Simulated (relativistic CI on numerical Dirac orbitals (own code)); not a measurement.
**Line list: Electric-dipole lines, La³⁹⁺**

Calculated at this level of theory: Dirac-Coulomb-Breit CI, separate exchange-only KLI orbitals for each configuration, model QED, unscaled Slater integrals (own radial code, finite nucleus).

Configuration list (outside the closed core [Ne]): 3s2.3p6, 3s2.3p5.3d, 3s.3p6.3d, 3s2.3p5.4s, 3s2.3p5.4p, 3s2.3p5.4d, 3p6.3d.4p, 3s.3p6.4s, 3s2.3p5.4f, 3s.3p6.4p, 3s.3p6.4d, 3s.3p6.4f, 3s2.3p5.5s, 3s2.3p5.5p, 3s2.3p5.5d, 3s2.3p5.5f, 3s2.3p5.5g, 3s.3p6.5s, 3s.3p6.5p, 3s.3p6.5d, 3s.3p6.5f, 3p6.3d2, 3p5.3d3, 3p5.3d2.4s, 3p5.3d2.4p, 3p5.3d2.4d, 3p6.3d.4s, 3p5.3d.4s2, 3p5.3d.4s.4p, 3p5.3d.4s.4d, 3p6.4s2, 3p5.4s2.4p, 3p5.4s2.4d. Double excitations out of closed p, d and f shells are left out; levels of such configurations are missing from the list, as are those of other unlisted configurations, and high levels can miss mixing partners. These lack a partner that the ground configuration has and come out too high: 3s2.3p5.4f, 3s2.3p5.5s, 3s2.3p5.5p, 3s2.3p5.5d, 3s2.3p5.5f.

```tsv
λ vac (Å)	Lower	Upper	A (s⁻¹)	log gf	S velocity/length
6.6674	3s2.3p5.3d 3F°_4 [6]	3s2.3p5.5f 3G_5 [218]	1.85e+13	0.13	0.99
7.8868	3s2.3p6 1S_0 [1]	3s2.3p5.4d 3D°_1 [170]	3.05e+13	-0.07	0.96
8.3735	3s2.3p6 1S_0 [1]	3s2.3p5.4d 1P°_1 [155]	5.47e+13	0.24	0.95
9.0302	3s2.3p5.3d 3P°_0 [2]	3s2.3p5.4f 3D_1 [159]	2.48e+13	-0.04	0.94
9.0488	3s2.3p5.3d 3F°_2 [10]	3s2.3p5.4f 3G_3 [177]	4.74e+13	0.61	0.98
9.0494	3s2.3p5.3d 3P°_1 [3]	3s2.3p5.4f 3D_2 [160]	2.85e+13	0.24	0.95
9.0633	3s.3p6.3d 3D_1 [14]	3s.3p6.4f 3F°_2 [185]	4.30e+13	0.42	0.97
9.0725	3s2.3p5.3d 3D°_2 [5]	3s2.3p5.4f 3F_3 [163]	2.74e+13	0.37	0.97
9.0733	3s2.3p5.3d 3F°_3 [4]	3s2.3p5.4f 3G_4 [161]	4.66e+13	0.71	0.99
9.0837	3s.3p6.3d 3D_2 [15]	3s.3p6.4f 3F°_3 [186]	4.41e+13	0.58	0.97
9.1830	3s2.3p5.3d 1D°_2 [7]	3s2.3p5.4f 1F_3 [164]	3.56e+13	0.50	0.97
9.1840	3s2.3p5.3d 3F°_4 [6]	3s2.3p5.4f 3G_5 [162]	4.97e+13	0.84	0.99
9.1874	3s2.3p5.3d 3D°_2 [11]	3s2.3p5.4f 3D_3 [178]	4.85e+13	0.63	0.96
9.1948	3s.3p6.3d 3D_3 [16]	3s.3p6.4f 3F°_4 [187]	5.04e+13	0.76	0.97
9.1992	3s2.3p5.3d 3F°_3 [12]	3s2.3p5.4f 3G_4 [179]	4.98e+13	0.75	0.98
9.2216	3s2.3p5.3d 3D°_3 [8]	3s2.3p5.4f 3F_4 [166]	4.49e+13	0.71	0.98
9.2326	3s2.3p5.3d 1P°_1 [13]	3s2.3p5.4f 3F_2 [180]	3.70e+13	0.37	1.00
9.2378	3s.3p6.3d 1D_2 [17]	3s.3p6.4f 1F°_3 [188]	4.70e+13	0.62	0.97
9.3236	3s2.3p5.3d 3D°_1 [9]	3s2.3p5.4f 1D_2 [167]	3.59e+13	0.37	1.00
40.072	3s2.3p6 1S_0 [1]	3s2.3p5.3d 1P°_1 [13]	1.37e+12	-0.01	0.69
```

Terms are leading LS components. Brackets give the number of a level in order of energy, since labels repeat. The list gives strong lines, with weight on those to low levels, among the lowest 400 of 1357 levels, so that lines to higher ones, which can be the strongest, are missing. Levels whose partners in the same complex of configurations lie outside the list can be far off, and so can their lines. Rates are taken at the computed energies, electric ones in the length gauge. A velocity-to-length ratio far from 1 marks an uncertain rate.

At this charge energies of transitions that change n are usually good to better than 1 %, and those within a shell (Δn = 0) to a few per cent.

LS names give the leading component of a level, which can be under half, so a name can repeat, a term be missing and a line seem to break the LS rules.
